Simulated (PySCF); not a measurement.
# Mg³⁺: ionisation energy

Mg³⁺ [He] 2s2 2p5 [2p1/2^2 2p3/2^3, M_J = 3/2] → Mg⁴⁺ [He] 2s2 2p4 [2p1/2^2 2p3/2^2, M_J = 2], as a difference of total energies. Computed with PySCF 2.14 in an uncontracted even-tempered set (19 s from 0.21 bohr⁻², ratio 2.4; 12 p from 0.27 bohr⁻², ratio 2.4; 6 d from 3 bohr⁻², ratio 2.6; 5 f from 4.5 bohr⁻², ratio 2.6), with the two-component X2C-1e Hamiltonian. Correlated levels: nothing frozen; the 30 highest virtual spinors dropped. "Screened" scales the spin-orbit matrix elements by Boettger's factors to mimic the two-electron term; Breit and QED terms are absent.

```tsv
method	ionisation energy (eV)	difference from reference (eV)
GHF (spin-free)	107.61	-1.66
GMP2 (spin-free)	109.06	-0.21
GHF (screened spin-orbit)	107.60	-1.67
GMP2 (screened spin-orbit)	109.05	-0.22
```

Reference: 109.27 eV (semi-empirical (NIST evaluation); NIST Atomic Spectra Database, ionization energies).

The labels give the starting determinants; with spin-orbit coupling the two ends relaxed to ⟨J²⟩ = 3.75, ⟨L²⟩ = 2.00, ⟨S²⟩ = 0.75 and ⟨J²⟩ = 6.00, ⟨L²⟩ = 2.01, ⟨S²⟩ = 2.00.
